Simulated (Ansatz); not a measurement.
Compare A (`C[CH](C)[Ge][F]`) with its isomer B (`C/C(F)=[CH]/[GeH3]`).

Gas-phase electronic energies from Ansatz, PBE0-D4/def2-TZVP geometries. CBS: MP2 limit from def2 TZ/QZ plus the TZ coupled-cluster correction, frozen cores. DFT in def2-TZVPP. For Ge outer-core shells are correlated without core-valence functions, which leaves a few kJ/mol of doubt a bond. Scalar relativity is left out up to krypton. Each species was taken in one conformer, which may not be the lowest.

A:

```xyz
12

C    -0.271   -1.260    0.346
C    -0.530    0.103   -0.287
C     0.752    0.733   -0.823
Ge   -1.371    1.327    1.056
F    -0.011    1.283    2.187
H     0.417   -1.173    1.191
H     0.179   -1.948   -0.379
H    -1.188   -1.735    0.710
H    -1.252   -0.006   -1.107
H     1.222    0.086   -1.572
H     0.576    1.701   -1.303
H     1.476    0.887   -0.019
```

B:

```xyz
12

C    -0.194   -0.211    2.110
C     0.150    0.113    0.706
F     1.172    0.994    0.642
C    -0.392   -0.328   -0.418
Ge    0.210    0.227   -2.172
H     0.674   -0.638    2.622
H    -1.017   -0.923    2.151
H    -0.478    0.697    2.649
H    -1.209   -1.033   -0.325
H    -0.654   -0.493   -3.221
H     1.683   -0.151   -2.392
H     0.054    1.745   -2.351
```

(1) Which is lower in electronic energy at CCSD(T)/CBS, and by how much? (Best estimate.)

(2) Give E(B) − E(A) in kJ/mol with CCSD/def2-TZVPP, CCSD(T)/def2-TZVPP, BLYP-D4, ωB97M-V, CCSD(T)/def2-SVP, r2SCAN-D4, HF/def2-TZVPP. (Estimate.)

(3) Does the order hold for the free energy at 298.15 K (harmonic terms from PBE0-D4)? (An estimate is asked.)

Largest T1 diagnostic: 0.013.

Results:

(1) Ansatz gave: A, by 141.3 kJ/mol.

(2) Computed: CCSD/def2-TZVPP 126.8, CCSD(T)/def2-TZVPP 125.1, BLYP-D4 147.8, ωB97M-V 140.0, CCSD(T)/def2-SVP 118.9, r2SCAN-D4 123.4, HF/def2-TZVPP 116.4. None reverses the order clearly.

(3) Computed: Yes: G(B) − G(A) = +120.8 kJ/mol, for one conformer each. Modes under 60 cm⁻¹, often nearly free rotors, make the harmonic entropy too high.

Leaving LDA and LC-ωPBE aside and taking each functional with its dispersion term where it has one, the values, not all of them listed here, spread over 32.0 kJ/mol, from B97M-V to BLYP-D4. LDA lies −14.9 kJ/mol from PBE without D4. The D4 term adds +5.6 kJ/mol with B3LYP and +2.8 kJ/mol with PBE0; it sums over pairs of atoms, weighted by their polarisabilities, and B3LYP, whose exchange is more repulsive, gets the larger term.

B3LYP here is the variant with VWN-RPA as its local correlation; programs differ in this.
